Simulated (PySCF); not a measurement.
SiOCl2, SMILES O=[Si](Cl)Cl. Atoms are numbered in the order given.

```xyz
4

Si     0.0000     0.0000    -0.5091
O      0.0000     0.0000    -2.0508
Cl     0.0000    -1.6522     0.6922
Cl     0.0000     1.6522     0.6922
```

Geometry: PBE-D3(BJ)/def2-SVP.

Two levels are set side by side: PBE/pcSseg-2 (PySCF) and PBE0/pcSseg-2 (PySCF). GIAO shifts against H2O (¹⁷O), HCl (³⁵Cl), TMS (²⁹Si) at the same level; non-relativistic, no solvent, atoms listed together averaged. Without spin–orbit terms, shifts of atoms bonded to Cl or Br come out too high at both levels. Differences are taken from unrounded values.

```csv
quantity,PBE0,PBE,PBE minus PBE0
δ(²⁹Si) of Si1 (ppm),13.4,-5.2,-18.6
δ(¹⁷O) of O2 (ppm),356.0,380.0,24.0
"δ(³⁵Cl) of Cl3, Cl4 (ppm)",204.1,241.0,36.9
```

Rough cost on one machine, each run with all the roots and properties that it gave: PBE0 against PBE within a factor of 2.
